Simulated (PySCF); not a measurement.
Species: C6H8ClF.
SMILES with atom numbers: `[F:1][C@@H:2]1[CH2:3][C@@H:4]2[CH2:5][C@@H:6]2[C@H:7]1[Cl:8]` (hydrogens: H9 on C2; H10, H11 on C3; H12 on C4; H13, H14 on C5; H15 on C6; H16 on C7)

Computed geometry: GFN2-xTB, gas phase.

(1) What internal coordinates does the optimisation give?

Results:

(1) 
| bond | length (bohr) |
| --- | --- |
| F1–C2 | 2.611 |
| C2–C3 | 2.897 |
| C3–C4 | 2.861 |
| C4–C5 | 2.830 |
| C5–C6 | 2.838 |
| C6–C7 | 2.848 |
| C7–Cl8 | 3.378 |
| C2–C7 | 2.902 |
| C4–C6 | 2.838 |
| C2–H9 | 2.068 |
| C3–H10 | 2.060 |
| C3–H11 | 2.060 |
| C4–H12 | 2.039 |
| C5–H13 | 2.038 |
| C5–H14 | 2.039 |
| C6–H15 | 2.039 |
| C7–H16 | 2.063 |

A selection of angles:
| angle | degrees |
| --- | --- |
| F1–C2–C3 | 110.4 |
| F1–C2–C7 | 108.9 |
| C3–C2–C7 | 106.7 |
| C2–C3–C4 | 105.4 |
| C3–C4–C5 | 116.1 |
| C3–C4–C6 | 108.5 |
| C5–C4–C6 | 60.1 |
| C4–C5–C6 | 60.1 |
| C5–C6–C7 | 115.9 |
| C4–C6–C5 | 59.8 |
| C4–C6–C7 | 108.5 |
| C6–C7–Cl8 | 109.7 |
| C2–C7–C6 | 105.7 |
| C2–C7–Cl8 | 109.4 |

Dihedral angles: F1–C2–C3–C4 -96° (anticlinal); C2–C3–C4–C5 51° (synclinal); C3–C4–C5–C6 -97° (anticlinal); C4–C5–C6–C7 97° (anticlinal); C5–C6–C7–Cl8 -169° (antiperiplanar); F1–C2–C7–C6 97° (anticlinal); C3–C4–C6–C5 110° (anticlinal).

The 3-membered ring C4–C5–C6 has internal angles of 59.8° to 60.1°. Of the pairs four or more bonds apart, F1···H13 is among the closest relative to their van der Waals radii: 2.39 Å, 90 % of the sum of Bondi's values. The 7 C–C bonds span 1.497 Å (C4–C5, drawn single) to 1.536 Å (C2–C7, drawn single), a spread of 0.039 Å. The 5-membered ring C2–C3–C4–C6–C7 has internal angles of 105.4° to 108.5°; it is puckered, 0.10 Å rms from its mean plane, widest ring torsion 22°.

Point group: C1 (no symmetry element, even within 0.4 Å). Whether it is a minimum is left open (no frequencies). The numbers are those of one conformer.
